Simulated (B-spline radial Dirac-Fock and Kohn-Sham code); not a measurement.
Diagram lines of Ni

System: the Ni atom, configuration [Ar] 3d8 4s2.

Input file task.json (cfg lists n, l and occupation; rrms is the nuclear radius in fm):

```json
{"items": [{
  "Z": 28,
  "q": 0,
  "cfg": [[1, 0, 2], [2, 0, 2], [2, 1, 6], [3, 0, 2], [3, 1, 6], [3, 2, 8], [4, 0, 2]],
  "A": 58,
  "rrms": 3.7757,
  "do": ["binding"],
  "screen": [3, 2]
}]}
```

Launch: `python xray_run.py task.json out`

Model: ΔSCF Dirac-Fock with Breit, self-energy and vacuum polarisation, finite nucleus, configuration average. Program: a radial atomic solver. A line energy is the difference of two single-hole energies; the list is a selection of electric-dipole transitions between resolved j subshells. No correlation.

```
       line  energy (eV)  wavelength (Å)  tabulated (eV)  difference (eV)
 Kβ1 (K-M3)       8262.9          1.5005          8264.7             -1.8
 Kβ3 (K-M2)       8260.8          1.5009          8264.7             -3.9
 Kα1 (K-L3)       7476.5          1.6583          7478.1             -1.6
 Kα2 (K-L2)       7459.4          1.6621          7460.9             -1.5
Lβ3 (L1-M3)        944.3          13.129           940.0             +4.3
Lβ4 (L1-M2)        942.2          13.159           940.0             +2.2
Lγ5 (L2-N1)        878.8          14.108               –                –
Lβ6 (L3-N1)        861.7          14.388               –                –
 Lη (L2-M1)        756.9          16.381           760.1             -3.2
 Lℓ (L3-M1)        739.8          16.759           742.9             -3.1
```

The tabulated energies are for the element in its standard state (xraylib 4.2 line table). The largest relative deviation is 0.46 %.

Values without a named source are computed, but for edge energies of neutral atoms, which are taken from tables.
